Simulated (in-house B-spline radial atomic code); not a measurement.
The numbers below are computed, except where a source is named.
Two electrons in InAs: a parabolic dot with ħω = 1.5 meV in all three directions

For InAs the NSM archive of the Ioffe Institute lists m* = 0.023 m0 and ε = 15.15. In so narrow a gap the band flattens within tens of meV, so real spacings are smaller, by up to some tenths.

Effective-mass model with parabolic bands, a uniform dielectric constant, no image charges, no central-cell or spin-orbit terms. Two-electron levels come from full CI in B-splines with partial waves to l = 5 (up to 0.001 effective hartree above the limit).

Task: What are the effective units, and what is the potential in them?

Result: Ha* = 27211.386 meV × 0.023/15.15² = 2.727 meV and a* = 0.0529177 nm × 15.15/0.023 = 34.86 nm. The frequency is ω = 0.55 Ha*. The one-electron levels are 3ω/2 = 0.8250 and 5ω/2 = 1.3750 Ha*.

In these units the lowest s and p orbitals lie at 0.825000 and 1.375000, and their Coulomb and exchange integrals are J_ss = 0.591727, J_sp = 0.493106 and K_sp = 0.09862. (For a parabolic well J_ss = √(2ω/π).) Full CI gives 2.177136 for the ground singlet, 2.577966 for the sp triplet, 2.727299 for the sp singlet and 3.127984 for the lowest triplet of two s orbitals.

Task: What does it cost to add the second electron, to first order and exactly?

Result: To first order E = 2ε_s + J_ss = 2.241727, so the charging energy E(2) − 2E(1) is J_ss = 1.614 meV. CI gives 2.177136 − 2 × (0.825000) = 0.527136, or 1.437 meV: relaxation and correlation lower it by 0.1761 meV, 10.9 % of J_ss. The s² configuration of one-electron orbitals holds 95.6 % of the state, and the mean radius is 57.8 nm.

Task: How far above the singlet do the triplets lie?

Result: To first order the sp triplet lies at ε_s + ε_p + J_sp − K_sp = 2.594485, which is 0.9619 meV above 2ε_s + J_ss. CI gives 2.577966 − (2.177136) = 0.400830, or 1.093 meV, 73 % of the orbital spacing of 1.5 meV. The ss triplet lies 2.593 meV up, so the lower of the two is the sp one, and its gap equals k_BT at 12.7 K. The sp singlet-triplet splitting is 0.4072 meV, against 2K_sp = 0.5378 meV. The sp singlet lies ħω above the ground state (0.550163 against 0.55), as Kohn's theorem demands for a parabolic well.
